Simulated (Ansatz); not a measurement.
```yaml
crystal:
  periodic: [false, false, false]
  atoms:
    - {symbol: Ge, position_ang: [0.478914, -1.115955, 0.961193]}
    - {symbol: Ge, position_ang: [-0.872677, -0.340586, -1.245356]}
    - {symbol: Ge, position_ang: [-2.281776, -0.196229, 0.616973]}
    - {symbol: Ge, position_ang: [1.536420, -0.846842, -1.534401]}
    - {symbol: Ge, position_ang: [-0.540284, 1.465310, 1.201906]}
    - {symbol: Se, position_ang: [1.679393, 1.034302, -0.000316]}
basis:
  gaussian: {orbitals: def2-TZVP}
total_charge: 1
magnetization: {spin_polarized: true, initial_magnetization: 1}
hamiltonian: {xc: pbe0, dispersion: d4}
scf: {omitted_lower_state_checks: [starts]}
output: {orbitals: {seedname: orbitals}}
```

```sh
$ ansatz run in.yaml --threads 4 --pin off --events-out ev --progress --plain --max-ram 4787MiB
```

Task: Does this run fit into the memory that it is given?

Result: No. It has 288 basis functions, and Ansatz plans for 5.31 GiB where 4.67 GiB are given.
